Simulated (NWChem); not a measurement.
**Ionisation of OSe**

```xyz
2

O      0.0000     0.0000     1.3410
Se     0.0000     0.0000    -0.3155
```
Charge 0, spin multiplicity 3.

The numbers come from NWChem runs, not from measurements. All single points use one geometry, from UB3LYP/def2-SVP, a minimum by its harmonic frequencies.

Basis set: def2-TZVPD. The species with one electron less has spin multiplicity 2 and keeps the geometry of the parent. Δ marks differences of total energies (open shells unrestricted). −ε marks an orbital energy of the parent. That orbital need not have the symmetry of the hole or added electron in the Δ rows.

The Hamiltonian is non-relativistic. B3LYP has NWChem's definition, with VWN1-RPA local correlation. The structure started from a generated list of species. The unpaired electrons of the parent sit in orbitals of symmetry b1 and b2 (C2v labels of the run); other states weren't searched. The stability of the SCF solutions was not checked. Open-shell Hartree-Fock references start from PBE0 orbitals.

Question: For the first vertical ionisation energy, −ε(alpha HOMO) of PBE gives 6.12 eV and −ε(alpha HOMO) of B3LYP gives 7.30 eV. What do −ε(alpha HOMO) of BHandHLYP, −ε(alpha HOMO) of HF, ΔB3LYP give?

Answer: −ε(alpha HOMO) of BHandHLYP: 8.92 eV; −ε(alpha HOMO) of HF: 11.31 eV; ΔB3LYP: 10.39 eV.
